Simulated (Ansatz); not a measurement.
A structure relaxed at PBE0-D4/def2-TZVP, charge 0, multiplicity 1:

Cartesian coordinates in Å:
```
C -1.0415 0.2339 -1.3159
Ge 0.2532 -0.8515 -0.3493
C 0.9488 0.1291 1.2500
O 1.9835 -0.1094 1.8072
O 0.1110 1.1000 1.6650
H -1.8540 0.5212 -0.6485
H -0.5655 1.1379 -1.6965
H -1.4536 -0.3269 -2.1558
H 1.4849 -1.1981 -1.1966
H -0.3819 -2.1431 0.1912
H 0.5153 1.5068 2.4493
```

(1) Give its formula and SMILES.

(2) Summarise the bond lengths by kind.

Answers

(1) C2H6GeO2, `[CH3][GeH2][C](=O)O`.

(2) 2 × C–Ge 1.946 to 2.001 Å; 3 × C–H 1.090 to 1.091 Å; 2 × Ge–H 1.535 to 1.537 Å; 2 × C–O 1.199 to 1.348 Å; 1 × H–O 0.972 Å.

Computed with Ansatz.
